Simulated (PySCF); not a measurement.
## Adding and removing an electron: NaSe

PBE0; Na def2-SVPD, Se def2-SVPD; no relativity (PySCF 2.14). Neutral (UKS): doublet (π ↑), Re = 2.623 Å, ωe = 265 cm⁻¹, De = 2.43 eV, HOMO -4.93 eV, LUMO -2.64 eV.

NaSe⁻ (UKS): singlet (closed shell), Re = 2.537 Å, ωe = 286 cm⁻¹, De = 1.45 eV to Na + Se⁻. The energies at the minima are -2563.11878 hartree for NaSe and -2563.15983 for NaSe⁻.

(1) Work out the adiabatic electron affinity, without and with harmonic zero-point energies (1 hartree = 27.2114 eV, 1 eV = 8065.5 cm⁻¹), and the change of the bond length.

For an ion De counts to the pair picked by the measured ionisation energies or electron affinities, which need not be the lowest pair at this level. The highest Kohn–Sham level is positive in this anion. Much of that is self-interaction error, but it also means that the finite basis helps to hold the extra electron. States were picked by a PBE0 search and need not be the measured ground states.

## Answers

(1) At PBE0: 0.04105 hartree = 1.117 eV between the minima; the zero-point term (265.0 − 286.0)/2 cm⁻¹ = -0.001 eV makes it 1.116 eV. Re changes by -8.6 pm against the neutral. The electron enters a π orbital; in so polar a molecule the change of length follows mostly from the change of the ionic charges.
